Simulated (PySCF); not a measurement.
C₇H₇FSi (triplet state).
Bonds: F1–C2, C2–C3 (aromatic), C3–C4 (aromatic), C4–C5 (aromatic), C5–C6, C6–Si7, C5–C8 (aromatic), C8–C9 (aromatic), C2–C9 (aromatic). Hydrogens: H10 on C3; H11 on C4; H12, H13, H14 on Si7; H15 on C8; H16 on C9.

The geometry is computed with GFN2-xTB (gas phase). This method treats the open shell by occupation alone, without spin polarisation.

Problem. Give the optimised bond lengths and angles.

Solution. 
```
                     bond  length (bohr)     order
                    F1–C2          2.548    single
                    C2–C3          2.628  aromatic
                    C3–C4          2.589  aromatic
                    C4–C5          2.704  aromatic
                    C5–C6          2.558    single
                   C6–Si7          3.422    single
                    C5–C8          2.704  aromatic
                    C8–C9          2.589  aromatic
                    C2–C9          2.628  aromatic
                   C3–H10          2.040    single
                   C4–H11          2.038    single
Si7–H12, Si7–H13, Si7–H14          2.776    single
                   C8–H15          2.039    single
                   C9–H16          2.040    single
```

Bonds in one row agree within 0.02 bohr and their mean is given. Orders are formal, as drawn. A selection of angles:
```
      angle  degrees
   F1–C2–C3    119.1
   F1–C2–C9    119.2
   C3–C2–C9    121.7
   C2–C3–C4    119.3
  C2–C3–H10    119.4
  C4–C3–H10    121.2
   C3–C4–C5    121.3
  C3–C4–H11    120.6
  C5–C4–H11    118.2
   C4–C5–C6    121.2
   C4–C5–C8    117.1
   C6–C5–C8    121.7
  C5–C6–Si7    178.3
 C6–Si7–H12    111.1
 C6–Si7–H13    108.4
 C6–Si7–H14    108.9
H12–Si7–H13    109.2
   C5–C8–C9    121.2
  C5–C8–H15    118.2
  C9–C8–H15    120.6
  C8–C9–H16    121.2
   C2–C9–C8    119.4
  C2–C9–H16    119.4
```

The 9 heavy atoms lie in one plane (0.004 Å rms). Si7 (silicon bonded to C and 3 H) is tetrahedral (angles from 108.4° to 111.1°). C9 (carbon bonded to 2 C and H) is planar (angles 121.2°, 119.4° and 119.4°, sum 360.0°, 0.00 Å off the plane of its three neighbours). C3 (carbon bonded to 2 C and H) is planar (angles 121.2°, 119.4° and 119.3°, sum 360.0°, 0.00 Å off the plane of its three neighbours). C2 (carbon bonded to 2 C and F) is planar (angles 121.7°, 119.2° and 119.1°, sum 360.0°, 0.00 Å off the plane of its three neighbours). The 6-membered ring C2–C3–C4–C5–C8–C9 has internal angles of 117.1° to 121.7° (sum 720°, against 720° for a flat polygon); it is planar, 0.00 Å rms from its mean plane, widest ring torsion 0°. C4 (carbon bonded to 2 C and H) is planar (angles 121.3°, 120.6° and 118.2°, sum 360.0°, 0.00 Å off the plane of its three neighbours).

Point group: near Cs, missed by 0.17 Å at most; the miss may be what the optimiser left on a soft mode. No frequency check. This triplet need not be the ground state; the singlet was not compared here.
